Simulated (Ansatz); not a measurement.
Compare A (`F/C=[CH]/[GeH3]`) with its isomer B (`[F][GeH]1[CH2][CH2]1`).

Gas-phase electronic energies from Ansatz, PBE0-D4/def2-TZVP geometries. CBS: MP2 limit from def2 TZ/QZ plus the TZ coupled-cluster correction, frozen cores. DFT in def2-TZVPP. B3LYP here is the variant with VWN-RPA as its local correlation; programs differ in this. For Ge outer-core shells are correlated without core-valence functions, which leaves a few kJ/mol of doubt a bond. Scalar relativity is left out up to krypton.

A:

Z-matrix (Å, degrees):
```
Ge
C 1 1.931
H 1 1.537 2 110.3
H 1 1.537 2 108.4 3 120.1
H 1 1.537 2 110.3 3 -119.9
C 2 1.320 1 121.1 3 -120.4
H 2 1.086 1 120.6 3 59.6
F 6 1.338 2 122.6 1 -180.0
H 6 1.086 2 126.1 1 0.0
```

B:

```xyz
9

F     0.0475   -2.4333    0.1757
Ge    0.6915   -0.8615   -0.1963
C    -0.0535    0.5912    0.8087
C    -0.6085    0.4759   -0.6401
H     2.1062   -1.0170   -0.7261
H    -0.7492    0.3484    1.6052
H     0.5563    1.4606    1.0305
H    -1.6435    0.1630   -0.7295
H    -0.3468    1.2727   -1.3283
```

Question: Which isomer does CCSD(T)/CBS put lower? Give the gap. (An estimate is asked.)

Answer: The calculation gave: B, by 16.4 kcal/mol.

Question: Give E(B) − E(A) in kcal/mol with CCSD(T)/def2-TZVPP, MP2/def2-TZVPP, B2PLYP, PBE0-D4, B3LYP, B3LYP-D4, ωB97M-V. (An estimate is asked.)

Answer: The calculation gave: CCSD(T)/def2-TZVPP -14.7, MP2/def2-TZVPP -18.8, B2PLYP -14.2, PBE0-D4 -15.7, B3LYP -12.0, B3LYP-D4 -12.0, ωB97M-V -14.7. None reverses the order clearly.

Largest T1 diagnostic: 0.012.

In def2-TZVPP, CCSD(T) changes the Hartree–Fock value by −6.3 kcal/mol (the triples alone add −0.3 kcal/mol) and MP2 by −10.4 kcal/mol. From PBE to PBE0 (25 % exact exchange), in def2-TZVPP and without D4, E(B) − E(A) moves by −0.9 kcal/mol.
